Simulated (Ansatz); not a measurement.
Species: triiodo(methyl)silane, CH3I3Si (charge 0, singlet). 
Geometry from a B3LYP-D3(BJ)/def2-TZVP (Ansatz, a first-principles code) optimisation:
```xyz
8

C     -2.4662     0.2494     0.0733
Si    -0.6163     0.0623     0.0183
I      0.4115     2.2215    -0.5410
I      0.1993    -0.6858     2.2107
I     -0.0086    -1.5967    -1.6876
H     -2.7381     0.9857     0.8303
H     -2.8304     0.5815    -0.8995
H     -2.9245    -0.7086     0.3215
```
Charge 0, spin multiplicity 1.

Parts of the frozen-core correlation energy in STO-3G (Ansatz, hartree). Frozen orbitals: 75; correlated occupied orbitals by spin: 16 and 16; virtual: 7 and 7. Spin-orbit coupling is left out. Past Kr the def2 sets carry scalar-relativistic core potentials. STO-3G rows are all-electron and non-relativistic.

```csv
term,value
reference (HF),-20876.99746
MP2 opposite-spin,-0.08870
MP2 same-spin,-0.01298
CCSD correlation,-0.13040
(T),-0.00157
T1 diagnostic,0.005
largest doubles amplitude,0.064
```
